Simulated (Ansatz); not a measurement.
The lowest singlet and triplet of CH4Si (SMILES C[SiH]); geometries from B3LYP-D3(BJ)/def2-TZVP, each state relaxed from the structure named, with no frequency check.
Singlet at the triplet's geometry (charge 0, multiplicity 1):
```xyz
6

C     -1.116    -0.344     0.021
Si     0.667     0.297    -0.022
H     -1.291    -1.037    -0.805
H     -1.815     0.487    -0.076
H     -1.316    -0.852     0.966
H      1.779    -0.687     0.096
```

A positive gap puts the triplet lower; no zero-point energy. R- takes a restricted singlet. U- takes an unrestricted singlet (broken symmetry where lower, unprojected). The triplet is unrestricted in single-reference levels. Active spaces average the two states.

Frozen-core correlation.

Programs: Ansatz (Gaussian orbitals). Values without a source in brackets are computed.

```
level                                       gap E(singlet) − E(triplet), vertical, at the triplet's geometry (kcal/mol)
------------------------------------------  ---------------------------------------------------------------------------
R-HF/cc-pV(D+d)Z                                                                                                   2.84
R-SVWN5/def2-TZVPP                                                                                               -12.61
U-SVWN5/def2-TZVPP                                                                                               -12.61
R-PBE0/def2-TZVPP                                                                                                 -8.13
R-MP2/cc-pV(T+d)Z                                                                                                   [?]
R-CCSD/cc-pV(D+d)Z                                                                                               -11.60
U-CCSD/cc-pV(T+d)Z (spin-contaminated)                                                                           -12.70
FIC-MRCISD+Q on SA-CASSCF(2,2)/cc-pV(D+d)Z                                                                       -11.69
FIC-MRCISD+Q on SA-CASSCF(2,2)/cc-pV(T+d)Z                                                                          [?]
```

Task: Complete the blanks.

Result: 
- R-MP2/cc-pV(T+d)Z, gap E(singlet) − E(triplet), vertical, at the triplet's geometry (kcal/mol): -10.08
- FIC-MRCISD+Q on SA-CASSCF(2,2)/cc-pV(T+d)Z, gap E(singlet) − E(triplet), vertical, at the triplet's geometry (kcal/mol): -13.80

Doubts at one or more of the structures used: a restricted determinant that unrestricted orbitals would lower (R-HF/cc-pV(D+d)Z, R-PBE0/def2-TZVPP, R-MP2/cc-pV(T+d)Z, R-CCSD/cc-pV(D+d)Z); T1 above 0.05 (U-CCSD/cc-pV(T+d)Z (spin-contaminated)).

Ansatz is a first-principles code.
